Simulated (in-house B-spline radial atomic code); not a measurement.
Zr5+: [Ar] 3d10 4s2 4p5

Level of theory: non-relativistic TPSSh, spin-polarised, spherical fractional occupations, point nucleus; calculated with a B-spline radial code for spherical atoms.

Z_r = [3n² - l(l+1)]/(2<r>); Z_e = n√(-2ε); the last column is Slater's effective charge. Values are occupation-weighted means over spin.

```json
{"shell": "1s", "electrons": "2", "ε (eV)": "-17534", "<r> (bohr)": "0.03813", "Z_r": "39.34", "Z_e": "35.90", "Slater": "39.70"}
{"shell": "2s", "electrons": "2", "ε (eV)": "-2455", "<r> (bohr)": "0.1672", "Z_r": "35.89", "Z_e": "26.87", "Slater": "35.85"}
{"shell": "2p", "electrons": "6", "ε (eV)": "-2252.8", "<r> (bohr)": "0.1437", "Z_r": "34.80", "Z_e": "25.74", "Slater": "35.85"}
{"shell": "3s", "electrons": "2", "ε (eV)": "-457.94", "<r> (bohr)": "0.4687", "Z_r": "28.80", "Z_e": "17.40", "Slater": "28.75"}
{"shell": "3p", "electrons": "6", "ε (eV)": "-381.62", "<r> (bohr)": "0.4661", "Z_r": "26.82", "Z_e": "15.89", "Slater": "28.75"}
{"shell": "3d", "electrons": "10", "ε (eV)": "-243.37", "<r> (bohr)": "0.4503", "Z_r": "23.32", "Z_e": "12.69", "Slater": "18.85"}
{"shell": "4s", "electrons": "2", "ε (eV)": "-111.88", "<r> (bohr)": "1.193", "Z_r": "20.11", "Z_e": "11.47", "Slater": "12.60"}
{"shell": "4p", "electrons": "5", "ε (eV)": "-89.898", "<r> (bohr)": "1.289", "Z_r": "17.85", "Z_e": "10.28", "Slater": "12.60"}
```

The least bound orbital is 4p down at -88.7 eV, and it is also the most diffuse (<r> = 1.291 bohr).

Caution: exact exchange at fractional occupations of open shells leaves self-interaction of up to several eV.
